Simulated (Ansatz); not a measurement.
Reaction (atomization): `CSC1O[SiH2]1` → 2 C• + 6 H• + O• + S• + Si•

Calculated with Ansatz (gas phase, PBE0-D4/def2-TZVP geometries, no zero-point term in ΔE). CCSD(T)/CBS is the MP2 limit (def2-TZVPP, def2-QZVPP) plus CCSD(T) − MP2 in def2-TZVPP, frozen cores. This one scheme is used for every species, atoms too. For atomizations the MP2-based limit and the directly extrapolated one differ by several kJ/mol either way, and by 10 to 25 for some Ge, Se and Sn compounds, so smaller differences from it don't rank the levels. DFT in def2-TZVPP. B3LYP here is the variant with VWN-RPA as its local correlation; programs differ in this. Open shells (•) are unrestricted, without spin–orbit coupling. Spin–orbit coupling would lower the free atoms: a little for C, O, S, Si. One conformer a species, not always the lowest.

```json
{"level": "B3LYP-D4", "ΔE (kcal/mol)": "939.3"}
{"level": "LC-ωPBE", "ΔE (kcal/mol)": "936.8"}
{"level": "MP2/def2-SVP", "ΔE (kcal/mol)": "888.1"}
{"level": "CCSD/CBS(def2)", "ΔE (kcal/mol)": "925.9"}
```

Q: What does CCSD(T)/CBS give? (An estimate is asked.)

A: Ansatz gave: +942.7 kcal/mol. The listed levels differ from it by -3.4, -5.9, -54.6, -16.8 kcal/mol.

Q: What do rigid-rotor, harmonic-oscillator terms from PBE0-D4/def2-TZVP frequencies (298.15 K, 1 bar) make of the CCSD(T)/CBS value? (An estimate is asked.)

A: Ansatz gave: ΔZPE = -47.7 kcal/mol, ΔH = +906.4 kcal/mol, ΔS = 1164 J/(mol·K), ΔG = +823.5 kcal/mol. Open shells count their whole term as degenerate.

Largest T1 diagnostic among the species: 0.014.

From PBE to PBE0 (25 % exact exchange), in def2-TZVPP and without D4, ΔE moves by −18.8 kcal/mol: exact exchange takes away binding that semilocal exchange gives to molecules. At CCSD(T), def2-SVP lies −66.4 kcal/mol from the extrapolated value and def2-TZVPP −28.1 kcal/mol: correlation converges slowly with the basis, and small sets miss more of it in the bonded molecule than in its fragments.
